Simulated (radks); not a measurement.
Values are calculated unless marked as measured or tabulated.
Q: Level of theory: non-relativistic Kohn-Sham, exchange-only LDA, spin-polarised, spherical densities, point nucleus; open shells are filled with parallel spins first (spin-orbit coupling, left out, can overturn this in heavy ions) (a radial shooting solver on a logarithmic mesh with Libxc functionals). Response by self-consistent Sternheimer equations with the Hartree and adiabatic exchange-only LDA kernel. For heavy and open-shell atoms this level of theory can miss by tens of per cent. Rank N+, Br, Cu, Nb+, Ru, Xe, Cr, Cu+ (NIST ground configurations) by static dipole polarisability, largest first.

A: Cr 73.11, Ru 69.70, Cu 47.34, Xe 30.71, Nb+ 29.79, Br 23.93, Cu+ 8.607, N+ 4.091 bohr^3.
